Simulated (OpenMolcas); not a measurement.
5d² along the 70-electron sequence

- Program: OpenMolcas 26.06
- Method: SS-CASPT2, IPEA 0.25 Eh, imaginary shift 0.1 Eh
- Basis: ANO-R2
- Scalar Hamiltonian: X2C, finite nucleus
- Spin-orbit coupling: RASSI with atomic mean-field integrals over the reference wave functions, term energies averaged over their components

Active space for each ion: 2 electrons in 5 orbitals (5d); closed shells correlated by CASPT2: 5s 5p.

Computed levels in cm-1 above ³F₂:

| Level | W4+ | Re5+ | Os6+ | Ir7+ |
| --- | --- | --- | --- | --- |
| ³F₃ | 6850 | 8410 | 10500 | 12730 |
| ³F₄ | 12430 | 15080 | 18360 | 21820 |
| ³P₀ | 13360 | 14890 | 16310 | 17860 |
| ³P₁ | 17340 | 19900 | 22780 | 25960 |
| ¹G₄ | 23510 | 27500 | 31910 | 36900 |
| ³P₂ | 23920 | 28410 | 33650 | 39330 |
| ¹S₀ | 44290 | 51410 | 58560 | 66020 |
| weight of ³F in the lowest level (%) | 88 | 88 | 87 | 86 |

Mixed levels, with the weight of the term that names them: W4+ ³P₂ (68 %), Re5+ ³P₂ (63 %), Os6+ ³P₂ (59 %), Ir7+ ³P₂ (57 %).

Measured, with the error of the calculation in %. Measured levels: W4+ from the list in J. Phys. B 45, 065001 (2012); Os6+, Ir7+ from van het Hof, Joshi, Wyart and Sugar, J. Res. Natl. Inst. Stand. Technol. 100, 687 (1995).

```json
{"Level": "³F₃", "W4+": "", "Os6+": "10308 (+1.8)", "Ir7+": "12672 (+0.4)"}
{"Level": "³F₄", "W4+": "11519 (+7.9)", "Os6+": "", "Ir7+": "21615 (+1.0)"}
{"Level": "³P₀", "W4+": "12839 (+4.1)", "Os6+": "15837 (+3.0)", "Ir7+": "17254 (+3.5)"}
{"Level": "³P₁", "W4+": "16331 (+6.2)", "Os6+": "22098 (+3.1)", "Ir7+": "25221 (+2.9)"}
{"Level": "¹G₄", "W4+": "22346 (+5.2)", "Os6+": "31274 (+2.0)", "Ir7+": "36253 (+1.8)"}
{"Level": "³P₂", "W4+": "22615 (+5.8)", "Os6+": "33127 (+1.6)", "Ir7+": "38878 (+1.2)"}
{"Level": "¹S₀", "W4+": "43110 (+2.7)", "Os6+": "57710 (+1.5)", "Ir7+": "65022 (+1.5)"}
```

The fine-structure level ³F₄ changes by a factor of 1.76 from W4+ to Ir7+. Its fourth root runs 10.56, 11.08, 11.64, 12.15, with steps per unit of Z of 0.52, 0.56, 0.51; equal steps would mean a (Z - σ)^4 law with constant σ.

³P₀ changes by a factor of 1.34 over the same range, with steps per unit of Z of +1530, +1420, +1550 cm-1.

Term energies are means over components that CASPT2 splits; among the terms shown or strongly mixed into the levels shown the widest spread is 440 cm-1 (5d² ³F, Os6+). Measured partners are found by configuration, term and J. A level has none where our copy of the source lacks it or the pairing is in doubt (some pairs that miss far off the trend of their configuration count as doubtful), and it then counts in no deviation. Levels of configurations outside the active space are missing.
